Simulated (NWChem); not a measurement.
Molecule: C2H5BF2O; SMILES C[C@@H](F)B(O)F

```xyz
11

C     -1.2262    -1.3589    -0.4519
C     -0.1467    -0.6994     0.3786
F      1.0788    -1.3400     0.1478
B      0.0651     0.8419     0.0670
O      1.2560     1.3048    -0.3380
F     -0.9465     1.6913     0.2054
H     -1.0051    -1.2758    -1.5270
H     -1.3184    -2.4266    -0.2028
H     -2.1952    -0.8731    -0.2640
H     -0.3794    -0.8301     1.4525
H      1.8821     0.5690    -0.3887
```
Atoms are numbered in this order, from 1.

Level: PBE0/def2-SVP (NWChem), optimised geometry, unscaled harmonic frequencies. 

```json
[
 {"frequency (cm⁻¹)": "74", "IR intensity (km/mol)": "2.9"},
 {"frequency (cm⁻¹)": "180", "IR intensity (km/mol)": "9.5"},
 {"frequency (cm⁻¹)": "220", "IR intensity (km/mol)": "5.6"},
 {"frequency (cm⁻¹)": "263", "IR intensity (km/mol)": "6.3"},
 {"frequency (cm⁻¹)": "367", "IR intensity (km/mol)": "7.0"},
 {"frequency (cm⁻¹)": "444", "IR intensity (km/mol)": "6.0"},
 {"frequency (cm⁻¹)": "495", "IR intensity (km/mol)": "8.6"},
 {"frequency (cm⁻¹)": "644", "IR intensity (km/mol)": "2.1"},
 {"frequency (cm⁻¹)": "686", "IR intensity (km/mol)": "94.0"},
 {"frequency (cm⁻¹)": "770", "IR intensity (km/mol)": "17.2"},
 {"frequency (cm⁻¹)": "912", "IR intensity (km/mol)": "23.3"},
 {"frequency (cm⁻¹)": "1013", "IR intensity (km/mol)": "9.0"},
 {"frequency (cm⁻¹)": "1027", "IR intensity (km/mol)": "166.4"},
 {"frequency (cm⁻¹)": "1112", "IR intensity (km/mol)": "33.1"},
 {"frequency (cm⁻¹)": "1142", "IR intensity (km/mol)": "32.9"},
 {"frequency (cm⁻¹)": "1253", "IR intensity (km/mol)": "106.5"},
 {"frequency (cm⁻¹)": "1335", "IR intensity (km/mol)": "9.7"},
 {"frequency (cm⁻¹)": "1389", "IR intensity (km/mol)": "15.9"},
 {"frequency (cm⁻¹)": "1415", "IR intensity (km/mol)": "124.7"},
 {"frequency (cm⁻¹)": "1460", "IR intensity (km/mol)": "66.6"},
 {"frequency (cm⁻¹)": "1482", "IR intensity (km/mol)": "21.3"},
 {"frequency (cm⁻¹)": "1500", "IR intensity (km/mol)": "275.7"},
 {"frequency (cm⁻¹)": "3053", "IR intensity (km/mol)": "19.9"},
 {"frequency (cm⁻¹)": "3063", "IR intensity (km/mol)": "9.5"},
 {"frequency (cm⁻¹)": "3160", "IR intensity (km/mol)": "11.8"},
 {"frequency (cm⁻¹)": "3170", "IR intensity (km/mol)": "6.6"},
 {"frequency (cm⁻¹)": "3848", "IR intensity (km/mol)": "117.5"}
]
```

```
Property                                                                            Value
-----------------------------------------------------------------------  ----------------
zero-point energy                                                           50.7 kcal/mol
thermal correction to the enthalpy at 298.15 K (with zero-point energy)     55.4 kcal/mol
heat capacity Cv                                                         22.5 cal/(mol K)
entropy at 298.15 K and 1 atm (symmetry number 1)                        80.4 cal/(mol K)
dipole moment                                                                      1.55 D
```

Rigid rotor and harmonic oscillator; modes under 100 cm⁻¹ make the entropy uncertain.
